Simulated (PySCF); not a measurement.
Gas-phase thermal properties of SnHCl₃

Computed with PySCF (xtb for GFN2) and rigid-rotor harmonic-oscillator thermochemistry at 1 bar. All species are closed-shell singlets. Sn: scalar-relativistic def2 core potential, no spin-orbit coupling. SnHCl₃: computed as isolated molecules; such fragments, hydroxides, amides, oligomers or adducts are transient or little studied in the gas. The harmonic model lacks anharmonicity and excited electronic states, which grow with temperature; levels with a mode under 35 cm⁻¹ are left out. Soft modes under 120 cm⁻¹ make the harmonic entropy rough for SnHCl₃.

```csv
level,point group,σ,ZPE (kJ/mol),S°298 (J/mol/K),Cp298 (J/mol/K),S°1000 (J/mol/K),H1000 − H298 (kJ/mol)
GFN2-xTB,C3v,3,20.3,357.1,90.8,477.2,70.6
PBE/def2-SVP,C3v,3,26.3,348.6,86.8,464.9,68.5
PBE0/def2-TZVP,C3v,3,27.6,345.7,85.8,461.2,68.1
```
σ: rotational symmetry number. Electronic degeneracy used: 1. Frequencies are unscaled.
